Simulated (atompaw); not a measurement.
# What one change does to a pseudopotential (Ti (Z = 22), PAW (atompaw))

```json
{"Element": "titanium", "Generator": "atompaw 4.2.0.5", "Type": "PAW", "Functional": "PBE", "Relativity": "scalar-relativistic", "Frozen core": "[Ne]", "Valence charge": "12", "Reference configuration": "3s2 3p6 3d2 4s1 4p1", "Partial waves": "3s (bound); 4s (bound); 3p (bound); 4p (bound); 3d (bound); 3d channel at 0.1 Ry", "Local potential": "ultrasoft scheme with l = 3 at 0 Ry, radius 1.80 bohr", "Core correction": "smooth core density matched at 1.90 bohr", "Augmentation charge": "sinc compensation charge, radius 1.95 bohr; PAW radius 2.00 bohr; waves and projectors: bloechl"}
```

All-electron outer shells of the reference configuration (PBE, scalar-relativistic, ld1.x):

| shell | level (eV) | outermost node (bohr) | outermost maximum (bohr) |
| --- | --- | --- | --- |
| 2s | -538.24 | 0.09 | 0.27 |
| 2p | -445.56 | – | 0.22 |
| 3s | -63.97 | 0.40 | 0.87 |
| 3p | -40.20 | 0.37 | 0.90 |
| 3d | -5.49 | – | 0.98 |
| 4s | -5.22 | 1.24 | 2.88 |
| 4p | -2.07 | 1.38 | 3.75 |

Change: wave 3d channel at 0.1 Ry becomes 3d channel at 5.54 Ry.

Cutoffs: the cutoffs (Ry, on a coarse ladder) from which the occupation-weighted sum of valence levels, in a spherical-Bessel basis at the reference potential, stays within 10 and 1 mRy of its value at 400 Ry; they do not see the model core or the augmentation charge, which bear on the density cutoff.

What does the change do?

The potential gets neither clearly harder nor softer (40 Ry and 50 Ry → 40 Ry and 50 Ry); the range in which the d phases agree widens (upper end 2.2 → at the end of the scan); neither file shows a bound ghost.

| quantity | base | changed |
| --- | --- | --- |
| cutoff, loose | 40 Ry | 40 Ry |
| cutoff, tight | 50 Ry | 50 Ry |
| loose cutoff by channel (10 mRy a level) | s 21 Ry, p 30 Ry, d 30 Ry | s 21 Ry, p 30 Ry, d 35 Ry |
| bound ghosts | none | none |
| s: phases at 2.01 bohr within 0.05 rad from the reference energy up to (Ry; the scan ends near 5) | to the end of the scan | to the end of the scan |
| p: phases at 2.01 bohr within 0.05 rad from the reference energy up to (Ry; the scan ends near 5) | to the end of the scan | to the end of the scan |
| d: phases at 2.01 bohr within 0.05 rad from the reference energy up to (Ry; the scan ends near 5) | 2.2 | to the end of the scan |
| lowest overlap eigenvalue by channel | s 0.53, p 0.83, d 0.03 | s 0.53, p 0.83, d 1.00 |

 The cutoffs see the waves, projectors and local potential, not the compensation charge or the core.
